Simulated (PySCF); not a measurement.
PySCF input (M06-2X/def2-TZVPD):

```python
from pyscf import gto, scf, dft

mol = gto.M(
    atom='''
    Se   -0.07086535    0.13535602    0.33303980
    F    -1.10807651   -0.97583972   -0.34682015
    F     0.03071973    1.16255553   -0.97360251
    F     1.34507034   -0.69806079    0.06227231
    ''',
    basis='def2-tzvpd',
    charge=1,
    spin=0,
    verbose=4,
)

mf = dft.RKS(mol, xc='m062x').density_fit(auxbasis='def2-universal-jkfit')
mf.grids.level = 4
mf.conv_tol = 1e-9
mf.max_cycle = 100
mf.max_memory = 1500
mf.kernel()
if not mf.converged:
    mf = mf.newton()
    mf.kernel(mf.make_rdm1())
mf.analyze()
```

Output:

```
PySCF version 2.14.0

[INPUT] verbose = 4
[INPUT] num. atoms = 4
[INPUT] num. electrons = 60
[INPUT] charge = 1
[INPUT] spin (= nelec alpha-beta = 2S) = 0
[INPUT] symmetry False subgroup None
[INPUT] Mole.unit = angstrom
[INPUT] Symbol           X                Y                Z      unit          X                Y                Z       unit  Magmom
[INPUT]  1 Se    -0.070865350000   0.135356020000   0.333039800000 AA   -0.133916103221   0.255785807111   0.629354010580 Bohr   0.0
[INPUT]  2 F     -1.108076510000  -0.975839720000  -0.346820150000 AA   -2.093961128964  -1.844069812272  -0.655395097981 Bohr   0.0
[INPUT]  3 F      0.030719730000   1.162555530000  -0.973602510000 AA    0.058051876321   2.196911556299  -1.839842098089 Bohr   0.0
[INPUT]  4 F      1.345070340000  -0.698060790000   0.062272310000 AA    2.541814560876  -1.319143711398   0.117677611044 Bohr   0.0

nuclear repulsion = 343.118646241162
number of shells = 61
number of NR pGTOs = 277
number of NR cGTOs = 177
basis = def2-tzvpd
ecp = {}

******** <class 'pyscf.df.df_jk.DFRKS'> ********
method = DFRKS
initial guess = minao
damping factor = 0
level_shift factor = 0
DIIS = <class 'pyscf.scf.diis.CDIIS'>
diis_start_cycle = 1
diis_space = 8
diis_damp = 0
SCF conv_tol = 1e-09
SCF conv_tol_grad = None
SCF max_cycles = 100
direct_scf = False
XC library pyscf.dft.libxc version 7.1.2
    S. Lehtola, C. Steigemann, M. J. T. Oliveira, and M. A. L. Marques,  SoftwareX 7, 1–5 (2018)
XC functionals = m062x
    Y. Zhao and D. G. Truhlar,  Theor. Chem. Acc. 120, 215 (2008)
    Y. Zhao and D. G. Truhlar,  Theor. Chem. Acc. 120, 215 (2008)
radial grids:
    Treutler-Ahlrichs [JCP 102, 346 (1995); DOI:10.1063/1.469408] (M4) radial grids

becke partition: Becke, JCP 88, 2547 (1988); DOI:10.1063/1.454033
pruning grids: <function nwchem_prune>
grids dens level: 4
symmetrized grids: False
atomic radii adjust function: <function treutler_atomic_radii_adjust>
small_rho_cutoff = 0
Set gradient conv threshold to 3.16228e-05
Initial guess from minao.
tot grids = 116696
******** <class 'pyscf.df.df.DF'> ********
auxbasis = def2-universal-jkfit
init E= -2700.80969857077
  HOMO = -0.413654281419895  LUMO = -0.0705221778183727  gap/eV = 9.33710
cycle= 1 E= -2700.58575124726  delta_E= 0.224  |g|= 0.953  |ddm|= 1.91
  HOMO = -0.775708794037107  LUMO = -0.404437563331835  gap/eV = 10.10280
cycle= 2 E= -2700.53450151278  delta_E= 0.0512  |g|= 1.25  |ddm|= 1.41
  HOMO = -0.782170705318485  LUMO = -0.341845818737408  gap/eV = 11.98185
[...]
cycle= 9 E= -2700.75987714761  delta_E= -8.1e-10  |g|= 2.87e-05  |ddm|= 8.37e-05
  HOMO = -0.754862328228718  LUMO = -0.312041609417753  gap/eV = 12.04977
Extra cycle  E= -2700.75987714754  delta_E= 7.19e-11  |g|= 3.81e-05  |ddm|= 3.27e-05
converged SCF energy = -2700.75987714754
**** SCF Summaries ****
Total Energy =                       -2700.759877147540010
Nuclear Repulsion Energy =             343.118646241161969
One-electron Energy =                -4423.386462997851595
Two-electron Energy =                 1379.507939609149389
Two-electron Coulomb Energy =         1497.756574720839808
DFT Exchange-Correlation Energy =     -118.248635111690447
HOMO-LUMO gap [eV] =                    12.049765517219047
**** MO energy ****
MO #1   energy= -456.850586128958  occ= 2
MO #2   energy= -59.405602965988   occ= 2
MO #3   energy= -53.4616578154738  occ= 2
MO #4   energy= -53.4616576666484  occ= 2
MO #5   energy= -53.4599774422664  occ= 2
MO #6   energy= -25.5793619999512  occ= 2
MO #7   energy= -25.5793546195978  occ= 2
MO #8   energy= -25.5793388217442  occ= 2
MO #9   energy= -8.6421246694388   occ= 2
MO #10  energy= -6.57781850095343  occ= 2
MO #11  energy= -6.57781805583904  occ= 2
MO #12  energy= -6.57095510087941  occ= 2
MO #13  energy= -2.85156185605787  occ= 2
MO #14  energy= -2.85156176087044  occ= 2
MO #15  energy= -2.84476591684585  occ= 2
MO #16  energy= -2.84476545775066  occ= 2
MO #17  energy= -2.84196247482981  occ= 2
MO #18  energy= -1.71441660565217  occ= 2
MO #19  energy= -1.65581560003859  occ= 2
MO #20  energy= -1.65580615414802  occ= 2
MO #21  energy= -1.13628555666099  occ= 2
MO #22  energy= -0.941919267118126 occ= 2
MO #23  energy= -0.941917799843324 occ= 2
MO #24  energy= -0.917693506442997 occ= 2
MO #25  energy= -0.861201869695223 occ= 2
MO #26  energy= -0.861198157885618 occ= 2
MO #27  energy= -0.828720780038319 occ= 2
MO #28  energy= -0.82871275346639  occ= 2
MO #29  energy= -0.820090595001683 occ= 2
MO #30  energy= -0.754862328228718 occ= 2
MO #31  energy= -0.312041609417753 occ= 0
MO #32  energy= -0.312037850723718 occ= 0
MO #33  energy= -0.223757325167405 occ= 0
MO #34  energy= -0.155588610016906 occ= 0
MO #35  energy= -0.107992738240625 occ= 0
MO #36  energy= -0.107989179039069 occ= 0
MO #37  energy= -0.10399453835187  occ= 0
MO #38  energy= -0.0581321146468879 occ= 0
MO #39  energy= -0.0581311701762724 occ= 0
MO #40  energy= -0.0538142330091693 occ= 0
MO #41  energy= -0.0509781088790628 occ= 0
MO #42  energy= -0.0509773310393917 occ= 0
MO #43  energy= -0.00720904966258956 occ= 0
MO #44  energy= 0.00623256157520781 occ= 0
MO #45  energy= 0.00623349048719018 occ= 0
MO #46  energy= 0.0077163532877241 occ= 0
MO #47  energy= 0.0229052067612724 occ= 0
MO #48  energy= 0.0229083513586412 occ= 0
MO #49  energy= 0.025009728593084  occ= 0
MO #50  energy= 0.0344816984177343 occ= 0
MO #51  energy= 0.0344870978505424 occ= 0
MO #52  energy= 0.0989858965100661 occ= 0
MO #53  energy= 0.145141715987457  occ= 0
MO #54  energy= 0.150072447642674  occ= 0
MO #55  energy= 0.150107424360359  occ= 0
MO #56  energy= 0.196427919209851  occ= 0
MO #57  energy= 0.196436372559366  occ= 0
MO #58  energy= 0.206438486602299  occ= 0
MO #59  energy= 0.208049806393072  occ= 0
MO #60  energy= 0.20805221810541   occ= 0
MO #61  energy= 0.232134397782774  occ= 0
MO #62  energy= 0.312330616964211  occ= 0
MO #63  energy= 0.312377720936776  occ= 0
MO #64  energy= 0.354937285239927  occ= 0
MO #65  energy= 0.382381117597845  occ= 0
MO #66  energy= 0.385084554974693  occ= 0
MO #67  energy= 0.385088895466058  occ= 0
MO #68  energy= 0.432991572974117  occ= 0
MO #69  energy= 0.432999749745845  occ= 0
MO #70  energy= 0.465772252908997  occ= 0
MO #71  energy= 0.465774960219115  occ= 0
MO #72  energy= 0.48347130458876   occ= 0
MO #73  energy= 0.484103432736831  occ= 0
MO #74  energy= 0.485181928364305  occ= 0
MO #75  energy= 0.485184279759302  occ= 0
MO #76  energy= 0.550545283625845  occ= 0
MO #77  energy= 0.550561062128624  occ= 0
MO #78  energy= 0.626088632774413  occ= 0
MO #79  energy= 0.663185409867707  occ= 0
MO #80  energy= 0.663211001065872  occ= 0
MO #81  energy= 0.77195276857406   occ= 0
MO #82  energy= 0.774504346219764  occ= 0
MO #83  energy= 0.774546631748049  occ= 0
MO #84  energy= 0.814449070262575  occ= 0
MO #85  energy= 0.892081948400019  occ= 0
MO #86  energy= 0.892094050929457  occ= 0
MO #87  energy= 0.912892110189143  occ= 0
MO #88  energy= 0.953354625515064  occ= 0
MO #89  energy= 0.953385756811582  occ= 0
MO #90  energy= 0.962680576332127  occ= 0
MO #91  energy= 0.993383381510245  occ= 0
MO #92  energy= 1.0043500929293    occ= 0
MO #93  energy= 1.00439631517081   occ= 0
MO #94  energy= 1.08782470641184   occ= 0
MO #95  energy= 1.1675425895745    occ= 0
MO #96  energy= 1.16761017607603   occ= 0
MO #97  energy= 1.23089092445677   occ= 0
MO #98  energy= 1.2688242250717    occ= 0
MO #99  energy= 1.26883068835819   occ= 0
MO #100 energy= 1.37241272445307   occ= 0
MO #101 energy= 1.37243892653787   occ= 0
MO #102 energy= 1.41030693799775   occ= 0
MO #103 energy= 1.73802084460251   occ= 0
MO #104 energy= 1.78607729961834   occ= 0
MO #105 energy= 1.78608339605814   occ= 0
MO #106 energy= 2.00004546379535   occ= 0
MO #107 energy= 2.02365993957312   occ= 0
[...]
```

It need not be the lowest isomer of its formula.
